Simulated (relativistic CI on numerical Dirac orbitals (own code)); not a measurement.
What each ingredient does to the levels of Tc XX

Base calculation: Dirac-Coulomb-Breit CI, KLI orbitals optimised for each configuration, model QED (radiative potential, 1s self-energy scaled to tabulated hydrogen-like ionisation energies), unscaled Slater integrals.

Configuration list (outside the closed core [Ne]): 3s²3p⁶3d⁶, 3s²3p⁵3d⁷, 3s²3p⁴3d⁸, 3s3p⁶3d⁷, 3p⁶3d⁸, 3s3p⁵3d⁸, 3s²3p⁶3d⁵4s, 3s²3p⁶3d⁵4p, 3s²3p⁶3d⁵4d, 3s²3p⁶3d⁵4f, 3s²3p⁴3d⁷4s, 3s²3p⁵3d⁶4s, 3s²3p⁶3d⁴4s², 3s²3p⁶3d⁵5s, 3s²3p⁶3d⁵5p, 3s3p⁶3d⁶4s. Levels of other configurations are missing.

Variants: (1) P86 correlation estimate; (2) QED terms removed; (3) non-relativistic limit. Shifts of the energy above 3s²3p⁶3d⁶ ⁵D4, in cm⁻¹, for the lowest level and the first level of each name with at least 55 % of one term (blank where a level changes its place among those of its configuration and J or its character, or is not in the variant):

```
        Level      Base  Δ(1)    Δ(2)      Δ(3)
3s²3p⁶3d⁶ ⁵D4       0.0   0.0     0.0       0.0
3s²3p⁶3d⁶ ⁵D3   18623.0  -0.3   -69.8  -18623.0
3s²3p⁶3d⁶ ⁵D2   21332.5  +1.3   -35.4  -21332.5
3s²3p⁶3d⁶ ⁵D1   29645.1  +0.6   -85.0  -29645.1
3s²3p⁶3d⁶ ⁵D0   31469.4  +0.9   -82.0  -31469.4
3s²3p⁶3d⁶ ³P2   75383.6  +6.0   -65.8   -6102.6
3s²3p⁶3d⁶ ³H6   82438.5  -3.8   -46.0   -8105.9
3s²3p⁶3d⁶ ³H5   83250.4  -2.5   -37.1   -8917.8
3s²3p⁶3d⁶ ³F3   93112.8  +2.4   -60.2  -16169.2
3s²3p⁶3d⁶ ³F2   96231.4  +3.9   -54.2  -19287.8
3s²3p⁶3d⁶ ³H4  103767.3  -0.9  -120.1          
3s²3p⁶3d⁶ ³G5  116921.8  -2.0  -135.1  -27563.6
3s²3p⁶3d⁶ ³P1  116923.5  +5.5  -143.4  -47642.4
3s²3p⁶3d⁶ ³G4  120206.5  +0.5  -105.4  -30848.3
3s²3p⁶3d⁶ ³D2  125635.6  +5.3   -69.1  -15345.5
3s²3p⁶3d⁶ ³G3  128133.7  +0.7  -145.1  -38775.4
3s²3p⁶3d⁶ ³D3  133374.5  +3.7   -96.6  -23084.4
3s²3p⁶3d⁶ ³D1  136150.4  +5.2  -140.0  -25860.3
3s²3p⁶3d⁶ ¹I6  138208.4  -5.3  -128.3  -26359.0
3s²3p⁶3d⁶ ¹G4  153951.2  +0.8  -194.2  -44610.9
3s²3p⁶3d⁶ ³P0  161608.4  +8.9   -70.8          
3s²3p⁶3d⁶ ¹D2  163873.9  +7.6  -138.6  -36189.5
```

At this charge energies of transitions that change n are usually good to better than 1 %, and those within a shell (Δn = 0) to a few per cent. Terms inside the open d or f shell come out 10 to 20 % too wide with unscaled integrals.

Ionisation energy from the two ground configurations alone: base 829.555 eV; P86 correlation estimate 831.434 eV. The NIST ASD value (theoretical) is 829 eV.

LS names give the leading component of a level, which can be under half, so a name can repeat, a term be missing and a line seem to break the LS rules.
